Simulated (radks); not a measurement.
Results of a calculation; reference values are marked as such.
All-electron atom: Te+ in [Kr] 4d10 5s2 5p3. Code: a radial shooting solver on a logarithmic mesh with Libxc functionals. Model: scalar-relativistic Kohn-Sham, r2SCAN, spin-polarised, spherical densities, finite nucleus; open shells are filled with parallel spins first (spin-orbit coupling, left out, can overturn this in heavy ions); meta-GGA in the generalised Kohn-Sham scheme; Fermi nuclear charge, rms radius 4.7423 fm.

Local quantities along the radius. ELF = 1/(1 + alpha^2) is the electron localisation function; alpha = (tau - tau_W)/tau_unif compares the Pauli kinetic energy density with that of the uniform gas (summed over spins). tau is taken from the large components.

```
   r/bohr * ELF (the largest magnitude, 0.999, reaches the edge; | marks zero)
 0.002618 |                                                      *
 0.003024 |                                                      *
 0.003492 |                                                      *
 0.004033 |                                                      *
 0.004658 |                                                      *
 0.005379 |                                                      *
 0.006212 |                                                      *
 0.007117 |                                                      *
  0.00822 |                                                      *
 0.009493 |                                                      *
  0.01096 |                                                      *
  0.01266 |                                                     *
  0.01462 |                                                     *
  0.01689 |                                                    *
   0.0195 |                                                 *
  0.02252 |                                             *
   0.0258 |                                      *
   0.0298 |                             *
  0.03442 |                     *
  0.03975 |                 *
   0.0459 |                 *
  0.05301 |                      *
  0.06122 |                              *
  0.07071 |                                     *
  0.08166 |                                        *
  0.09355 |                                        *
    0.108 |                                    *
   0.1248 |                           *
   0.1441 |                   *
   0.1664 |                 *
   0.1922 |                       *
    0.222 |                                *
   0.2563 |                                       *
   0.2961 |                                         *
   0.3392 |                                      *
   0.3917 |                         *
   0.4524 |           *
   0.5225 |          *
   0.6034 |                        *
   0.6968 |                                      *
   0.8048 |                                         *
   0.9294 |                                       *
    1.073 |                                *
     1.23 |                      *
     1.42 |               *
     1.64 |                *
    1.894 |                          *
    2.188 |                                     *
    2.526 |                                           *
    2.918 |                                           *
     3.37 |                                      *
    3.891 |                            *
    4.458 |              *
    5.149 |    *
    5.946 |*
    6.867 *
    7.931 *
```

On this mesh the ELF has minima near r = 0.040, 0.17, 0.52, 1.4 bohr, which separate the shells, and maxima near 0.0011 (1.00), 0.082 (0.75), 0.30 (0.77), 0.80 (0.77), 2.5 (0.79).
